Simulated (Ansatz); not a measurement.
A short molecular-dynamics run on Cl2IIn, SMILES `[Cl][In]([Cl])[I]`.

```yaml
crystal:
  periodic: [false, false, false]
  atoms:
    - {symbol: Cl, position_ang: [-1.689316, -1.184993, 1.071482]}
    - {symbol: In, position_ang: [0.023442, -0.052439, 0.031253]}
    - {symbol: Cl, position_ang: [2.170675, -0.616583, 0.639020]}
    - {symbol: I, position_ang: [-0.449301, 1.793716, -1.762056]}
basis:
  gaussian: {orbitals: def2-SVP}
hamiltonian: {xc: {name: BLYP}, dispersion: d3bjatm}
md: {timestep: 0.5 fs, n_steps: 30, ensemble: nvt_nose_hoover, temperature: 700, initial_velocities: maxwell_boltzmann, seed: 405}
```

```sh
$ ansatz run in.yaml --threads 4 --pin off --events-out ev --progress --plain --max-ram 10444MiB
```

| step | time (fs) | potential energy (eV) | kinetic (eV) | T (K) | conserved (eV) |
| --- | --- | --- | --- | --- | --- |
| 0 | 0.0 | -38313.4276 | 0.1810 | 700 | -38313.2466 |
| 1 | 0.5 | -38313.4314 | 0.1848 | 715 | -38313.2466 |
| 2 | 1.0 | -38313.4351 | 0.1885 | 729 | -38313.2466 |
| 3 | 1.5 | -38313.4386 | 0.1920 | 743 | -38313.2466 |
| 4 | 2.0 | -38313.4419 | 0.1953 | 755 | -38313.2466 |
| 5 | 2.5 | -38313.4450 | 0.1984 | 767 | -38313.2466 |
| 6 | 3.0 | -38313.4479 | 0.2013 | 779 | -38313.2466 |
| 7 | 3.5 | -38313.4506 | 0.2040 | 789 | -38313.2466 |
| 8 | 4.0 | -38313.4531 | 0.2064 | 799 | -38313.2466 |
| 9 | 4.5 | -38313.4553 | 0.2087 | 807 | -38313.2466 |
| 10 | 5.0 | -38313.4573 | 0.2107 | 815 | -38313.2466 |
| 11 | 5.5 | -38313.4591 | 0.2125 | 822 | -38313.2466 |
| 12 | 6.0 | -38313.4607 | 0.2140 | 828 | -38313.2466 |
| 13 | 6.5 | -38313.4620 | 0.2153 | 833 | -38313.2466 |
| 14 | 7.0 | -38313.4630 | 0.2164 | 837 | -38313.2466 |
| 15 | 7.5 | -38313.4639 | 0.2172 | 840 | -38313.2466 |
| 16 | 8.0 | -38313.4645 | 0.2178 | 842 | -38313.2466 |
| 17 | 8.5 | -38313.4649 | 0.2182 | 844 | -38313.2466 |
| 18 | 9.0 | -38313.4651 | 0.2183 | 844 | -38313.2466 |
| 19 | 9.5 | -38313.4650 | 0.2182 | 844 | -38313.2466 |
| 20 | 10.0 | -38313.4648 | 0.2180 | 843 | -38313.2466 |
| 21 | 10.5 | -38313.4643 | 0.2175 | 841 | -38313.2466 |
| 22 | 11.0 | -38313.4637 | 0.2168 | 839 | -38313.2466 |
| 23 | 11.5 | -38313.4628 | 0.2159 | 835 | -38313.2466 |
| 24 | 12.0 | -38313.4618 | 0.2149 | 831 | -38313.2466 |
| 25 | 12.5 | -38313.4606 | 0.2136 | 826 | -38313.2466 |
| 26 | 13.0 | -38313.4593 | 0.2122 | 821 | -38313.2466 |
| 27 | 13.5 | -38313.4578 | 0.2107 | 815 | -38313.2466 |
| 28 | 14.0 | -38313.4561 | 0.2090 | 808 | -38313.2466 |
| 29 | 14.5 | -38313.4543 | 0.2071 | 801 | -38313.2466 |
| 30 | 15.0 | -38313.4524 | 0.2052 | 794 | -38313.2466 |

Velocities are drawn at the set temperature; a run this short doesn't reach equilibrium.

Frames (Å, forces in eV/Å):

```xyz
4
time=0.0 fs
Cl   -1.689   -1.185    1.071   -0.740   -0.489    0.449
In    0.023   -0.052    0.031   -0.043    0.166   -0.161
Cl    2.171   -0.617    0.639    0.928   -0.244    0.262
I    -0.449    1.794   -1.762   -0.145    0.567   -0.550
4
time=0.5 fs
Cl   -1.691   -1.185    1.070   -0.734   -0.487    0.447
In    0.023   -0.052    0.032    0.015    0.142   -0.138
Cl    2.174   -0.618    0.639    0.864   -0.227    0.245
I    -0.450    1.793   -1.762   -0.145    0.572   -0.555
4
time=1.0 fs
Cl   -1.693   -1.185    1.068   -0.727   -0.484    0.445
In    0.023   -0.051    0.032    0.073    0.118   -0.114
Cl    2.178   -0.619    0.639    0.800   -0.211    0.228
I    -0.450    1.793   -1.762   -0.145    0.577   -0.559
4
time=1.5 fs
Cl   -1.694   -1.184    1.067   -0.720   -0.480    0.442
In    0.022   -0.050    0.033    0.129    0.093   -0.089
Cl    2.182   -0.620    0.639    0.736   -0.195    0.211
I    -0.450    1.792   -1.762   -0.145    0.582   -0.564
4
time=2.0 fs
Cl   -1.696   -1.184    1.065   -0.711   -0.476    0.438
In    0.022   -0.049    0.033    0.184    0.068   -0.065
Cl    2.186   -0.621    0.639    0.673   -0.179    0.194
I    -0.451    1.792   -1.762   -0.146    0.587   -0.568
4
time=2.5 fs
Cl   -1.698   -1.184    1.064   -0.701   -0.472    0.435
In    0.022   -0.049    0.033    0.238    0.042   -0.040
Cl    2.190   -0.623    0.639    0.610   -0.163    0.177
I    -0.451    1.792   -1.762   -0.146    0.592   -0.572
4
time=3.0 fs
Cl   -1.700   -1.184    1.062   -0.691   -0.466    0.430
In    0.022   -0.048    0.034    0.290    0.016   -0.015
Cl    2.194   -0.624    0.639    0.547   -0.146    0.161
I    -0.451    1.791   -1.762   -0.146    0.597   -0.576
4
time=3.5 fs
Cl   -1.702   -1.184    1.061   -0.680   -0.461    0.425
In    0.021   -0.047    0.034    0.341   -0.010    0.010
Cl    2.198   -0.625    0.639    0.485   -0.131    0.145
I    -0.451    1.791   -1.762   -0.146    0.602   -0.580
4
time=4.0 fs
Cl   -1.704   -1.184    1.059   -0.668   -0.454    0.420
In    0.021   -0.046    0.035    0.390   -0.037    0.035
Cl    2.202   -0.626    0.639    0.423   -0.115    0.129
I    -0.452    1.791   -1.762   -0.146    0.606   -0.584
4
time=4.5 fs
Cl   -1.706   -1.184    1.058   -0.655   -0.448    0.414
In    0.021   -0.046    0.035    0.438   -0.064    0.060
Cl    2.206   -0.628    0.639    0.363   -0.099    0.113
I    -0.452    1.790   -1.762   -0.146    0.610   -0.587
4
time=5.0 fs
Cl   -1.708   -1.184    1.057   -0.642   -0.440    0.408
In    0.020   -0.045    0.035    0.484   -0.091    0.085
Cl    2.211   -0.629    0.639    0.303   -0.084    0.098
I    -0.452    1.790   -1.762   -0.145    0.615   -0.591
4
time=5.5 fs
Cl   -1.710   -1.184    1.055   -0.628   -0.432    0.401
In    0.020   -0.044    0.036    0.529   -0.118    0.110
Cl    2.215   -0.630    0.639    0.244   -0.068    0.083
I    -0.453    1.790   -1.762   -0.145    0.619   -0.594
4
time=6.0 fs
Cl   -1.712   -1.184    1.054   -0.613   -0.424    0.394
In    0.020   -0.043    0.036    0.572   -0.145    0.135
Cl    2.219   -0.631    0.639    0.186   -0.053    0.068
I    -0.453    1.789   -1.762   -0.145    0.622   -0.597
4
time=6.5 fs
Cl   -1.715   -1.184    1.053   -0.597   -0.415    0.386
In    0.020   -0.042    0.037    0.613   -0.172    0.160
Cl    2.223   -0.633    0.639    0.129   -0.038    0.054
I    -0.453    1.789   -1.762   -0.145    0.626   -0.600
4
time=7.0 fs
Cl   -1.717   -1.184    1.052   -0.581   -0.406    0.378
In    0.019   -0.042    0.037    0.652   -0.199    0.185
Cl    2.227   -0.634    0.639    0.073   -0.024    0.040
I    -0.454    1.789   -1.762   -0.145    0.629   -0.603
4
time=7.5 fs
Cl   -1.719   -1.184    1.051   -0.564   -0.397    0.370
In    0.019   -0.041    0.038    0.690   -0.227    0.209
Cl    2.232   -0.635    0.639    0.019   -0.009    0.026
I    -0.454    1.788   -1.762   -0.145    0.633   -0.605
4
time=8.0 fs
Cl   -1.722   -1.185    1.049   -0.546   -0.386    0.362
In    0.019   -0.040    0.038    0.725   -0.254    0.233
Cl    2.236   -0.636    0.639   -0.035    0.005    0.013
I    -0.454    1.788   -1.762   -0.144    0.635   -0.607
4
time=8.5 fs
Cl   -1.724   -1.185    1.048   -0.528   -0.376    0.353
In    0.019   -0.039    0.038    0.759   -0.281    0.257
Cl    2.240   -0.638    0.639   -0.087    0.018    0.000
I    -0.455    1.788   -1.762   -0.144    0.638   -0.610
4
time=9.0 fs
Cl   -1.726   -1.185    1.047   -0.510   -0.365    0.344
In    0.019   -0.039    0.039    0.791   -0.308    0.281
Cl    2.244   -0.639    0.639   -0.138    0.032   -0.013
I    -0.455    1.788   -1.762   -0.144    0.641   -0.611
4
time=9.5 fs
Cl   -1.729   -1.185    1.046   -0.490   -0.354    0.334
In    0.018   -0.038    0.039    0.822   -0.334    0.304
Cl    2.248   -0.640    0.640   -0.188    0.045   -0.025
I    -0.455    1.787   -1.762   -0.143    0.643   -0.613
4
time=10.0 fs
Cl   -1.731   -1.186    1.045   -0.471   -0.342    0.324
In    0.018   -0.037    0.040    0.850   -0.361    0.327
Cl    2.253   -0.642    0.640   -0.237    0.058   -0.036
I    -0.456    1.787   -1.763   -0.143    0.645   -0.615
4
time=10.5 fs
Cl   -1.734   -1.186    1.044   -0.450   -0.330    0.314
In    0.018   -0.037    0.040    0.877   -0.387    0.349
Cl    2.257   -0.643    0.640   -0.284    0.071   -0.048
I    -0.456    1.787   -1.763   -0.142    0.647   -0.616
4
time=11.0 fs
Cl   -1.736   -1.186    1.043   -0.430   -0.318    0.304
In    0.018   -0.036    0.041    0.902   -0.413    0.371
Cl    2.261   -0.644    0.640   -0.330    0.083   -0.059
I    -0.456    1.787   -1.763   -0.142    0.648   -0.617
4
time=11.5 fs
Cl   -1.739   -1.187    1.042   -0.409   -0.306    0.294
In    0.018   -0.035    0.041    0.925   -0.439    0.393
Cl    2.265   -0.645    0.640   -0.375    0.095   -0.069
I    -0.457    1.787   -1.763   -0.141    0.649   -0.618
4
time=12.0 fs
Cl   -1.742   -1.187    1.041   -0.387   -0.293    0.283
In    0.018   -0.034    0.042    0.946   -0.464    0.414
Cl    2.269   -0.647    0.640   -0.419    0.107   -0.079
I    -0.457    1.786   -1.763   -0.141    0.650   -0.618
4
time=12.5 fs
Cl   -1.744   -1.187    1.040   -0.365   -0.280    0.272
In    0.018   -0.034    0.042    0.966   -0.489    0.435
Cl    2.273   -0.648    0.640   -0.461    0.118   -0.089
I    -0.458    1.786   -1.763   -0.140    0.651   -0.618
4
time=13.0 fs
Cl   -1.747   -1.188    1.039   -0.343   -0.267    0.261
In    0.018   -0.033    0.043    0.984   -0.514    0.455
Cl    2.277   -0.649    0.640   -0.502    0.129   -0.098
I    -0.458    1.786   -1.764   -0.139    0.652   -0.618
4
time=13.5 fs
Cl   -1.750   -1.188    1.038   -0.321   -0.253    0.250
In    0.018   -0.032    0.043    1.001   -0.538    0.475
Cl    2.281   -0.650    0.640   -0.541    0.140   -0.107
I    -0.458    1.786   -1.764   -0.139    0.652   -0.618
4
time=14.0 fs
Cl   -1.752   -1.189    1.037   -0.298   -0.240    0.239
In    0.018   -0.032    0.044    1.016   -0.562    0.494
Cl    2.285   -0.652    0.640   -0.580    0.150   -0.116
I    -0.459    1.786   -1.764   -0.138    0.651   -0.617
4
time=14.5 fs
Cl   -1.755   -1.189    1.036   -0.275   -0.226    0.228
In    0.018   -0.031    0.044    1.029   -0.585    0.512
Cl    2.289   -0.653    0.640   -0.617    0.160   -0.124
I    -0.459    1.786   -1.764   -0.137    0.651   -0.616
4
time=15.0 fs
Cl   -1.758   -1.190    1.035   -0.252   -0.212    0.217
In    0.018   -0.030    0.045    1.041   -0.608    0.530
Cl    2.293   -0.654    0.640   -0.653    0.170   -0.132
I    -0.459    1.786   -1.765   -0.136    0.650   -0.615
```

It took 29 s on 4 threads of an Arm Neoverse V1 on a shared host, with 0.14 GiB of host memory at the peak.
